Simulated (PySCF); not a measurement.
Compound: C2H6N2SSi.
SMILES with atom numbers: `[N:1]#[C:2][CH2:3][Si@H:4]([NH2:5])[SH:6]` (hydrogens: H7, H8 on C3; H9 on Si4; H10, H11 on N5; H12 on S6)

Method: PySCF 2.14.0, PBE0-D3(BJ)/def2-SVP geometry optimisation, gas phase.

(1) List the bond lengths, angles and torsions at this level.

## Answers

(1) 
```tsv
bond	length (pm)
N1≡C2	115.9
C2–C3	144.7
C3–Si4	190.6
Si4–N5	171.8
Si4–S6	213.9
C3–H7	110.2
C3–H8	110.1
Si4–H9	149.3
N5–H10, N5–H11	101.5
S6–H12	135.2
```

Bonds in one row agree within 1 pm and their mean is given. A selection of angles:
```tsv
angle	degrees
N1–C2–C3	175.7
C2–C3–Si4	110.4
C2–C3–H7	109.6
C2–C3–H8	110.5
Si4–C3–H7	109.0
Si4–C3–H8	109.4
H7–C3–H8	107.8
C3–Si4–N5	105.4
C3–Si4–S6	111.2
C3–Si4–H9	107.8
N5–Si4–S6	110.2
N5–Si4–H9	118.7
S6–Si4–H9	103.6
Si4–N5–H10	120.1
H10–N5–H11	111.3
Si4–S6–H12	93.8
```

Torsions: C2–C3–Si4–N5 -49° (synclinal); H12–S6–Si4–C3 71° (synclinal).

S6 (sulfur bonded to Si and H) is bent (angle 93.8°). N5 (silicon-bound nitrogen) has angles 120.1°, 118.8° and 111.3°, sum 350.2°, 0.22 Å off the plane of its three neighbours. Of the pairs four or more bonds apart, C2···H11 is among the closest relative to their van der Waals radii: 2.78 Å, 96 % of the sum of Bondi's values. Si4 (SiH silicon) is distorted tetrahedral (angles from 103.6° to 118.7°).

Point group: C1 (no symmetry element, even within 0.4 Å). No PBE0-D3(BJ)/def2-SVP frequencies stand behind this structure, so it isn't proved a minimum. One conformer, not necessarily the lowest (C2–C3–Si4–N5 -49°, C3–Si4–N5–H -176° and 41°, C3–Si4–S6–H 71°).
